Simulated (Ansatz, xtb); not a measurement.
**Relative energy of two structures of C2H2BO−**

Structure X is a singlet given by its coordinates and structure Y is a singlet given by its coordinates. Both are isolated ions in the gas phase, relaxed with B3LYP-D3(BJ)/def2-SVPD.

X (Å):

```xyz
6

C    -1.3972   -0.2313   -0.8262
C    -1.4941   -1.2483   -0.1491
B    -1.3178    1.1168   -1.6970
O    -0.3143    1.4285   -2.4379
H    -2.3555    1.8091   -1.5536
H    -1.5533   -2.1457    0.4341
```

Close contacts (Å): C1–C2 1.23, C1–B3 1.61, B3–O4 1.29, C2–H6 1.07, B3–H5 1.26.

Y (Å):

```xyz
6

C    -1.1386    0.8816   -1.0611
C    -1.0955   -0.3554   -0.5070
B    -2.0852   -0.1832   -1.7051
O    -2.9650   -0.5888   -2.5421
H    -0.5972    1.8164   -0.8257
H    -0.5071   -0.7694    0.3326
```

Close contacts (Å): C1–C2 1.36, C1–B3 1.56, C2–B3 1.56, B3–O4 1.28, C1–H5 1.11, C2–H6 1.11.

Energies in hartree; the thermal terms are from B3LYP-D3(BJ)/def2-SVPD harmonic frequencies (ideal gas, rigid rotor, one conformer each, 298.15 K, 1 atm) and include the zero-point energy:

|  | X | Y |
| --- | --- | --- |
| E, CCSD(T)/def2-SVPD | −176.910054 | −176.895903 |
| E, MP2/def2-SVPD | −176.868058 | −176.854339 |
| E, MP2/def2-TZVPPD | −177.165443 | −177.150929 |
| zero-point energy | 0.032272 | 0.034039 |
| H(298 K) − E | 0.037807 | 0.038981 |
| G(298 K) − E | 0.006000 | 0.009048 |

Correct the CCSD(T) difference for the basis set by the MP2 change, then work out ΔE, ΔE₀, ΔH and ΔG for X → Y in kcal/mol (1 Eh = 627.51 kcal/mol) and the equilibrium ratio [Y]/[X].

1. Differences Y − X: CCSD(T) +0.014151, MP2 in the small set +0.013719, MP2 in the large set +0.014514 Eh.
2. ΔE = +0.014151 + (+0.014514 − (+0.013719)) = +0.014946 Eh = +9.38 kcal/mol.
3. ΔE₀ = ΔE + ΔZPE = +0.014946 + (+0.001767) Eh = +10.49 kcal/mol.
4. ΔH = ΔE + (+0.001174) Eh = +10.12 kcal/mol.
5. ΔG = ΔE + (+0.003048) Eh = +11.29 kcal/mol, so ΔS = (ΔH − ΔG)/T = −16.5 J/(mol K).
6. kT = 0.9442 mEh, so K = [Y]/[X] = exp(−ΔG/kT) = exp(−19.06) ≈ 5.3 × 10^−9.

Structure X is favoured at this temperature. An error of 1 kcal/mol in ΔG would change K by a factor of 5.4. Mirror images and further conformers aren't counted.

Other levels gave ΔE = +17.2 (GFN2-xTB); +19.0 (HF/STO-3G, GFN2-xTB geometries); +1.5 (r2SCAN-D4/def2-SVPD, GFN2-xTB geometries); +6.2 (B3LYP-D3(BJ)/def2-SVPD); +8.3 (HF/def2-SVPD); +8.6 (MP2/def2-SVPD); +8.9 (CCSD(T)/def2-SVPD) kcal/mol. The correlated steps freeze 4 core orbitals. Programs: Ansatz 0.2.0, xtb 6.7.1.
